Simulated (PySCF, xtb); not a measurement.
C2H7BO, SMILES CBOC.

xtb 6.7.1 with GFN2-xTB at its own geometry gives an orbital gap of 5.91 eV and a dipole moment of 1.27 D.

The structure is a stationary point at PBE0-D3(BJ)/def2-SVP. One conformer was computed; it need not be the lowest.

Question: What does PySCF with PBE/def2-TZVP give? (The exact figures need the calculation; the answer reports its results.)

Answer: gap 6.11 eV (levels -6.88 and -0.77 eV), dipole 0.99 D.
